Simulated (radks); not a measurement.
Q: Co3+, 24 electrons, occupied as [Ar] 3d6. Calculated with a radial shooting solver on a logarithmic mesh with Libxc functionals: scalar-relativistic Kohn-Sham, SCAN, spin-unpolarised, spherical densities, finite nucleus; meta-GGA in the generalised Kohn-Sham scheme; Fermi nuclear charge, rms radius 3.7875 fm. Some entries of the table are withheld. Estimate them.

orbital,occ.,eigenvalue (eV),<r^2> (bohr^2)
1s,2,-7658.138,(1)
2s,2,-948.5793,0.07674
2p,6,-816.3851,0.06208
3s,2,-144.5058,0.6783
3p,6,-105.9491,0.7602
3d,6,(2),1.108

A: 
(1) 1s <r^2> (bohr^2): 0.004250
(2) 3d eigenvalue (eV): -45.1254
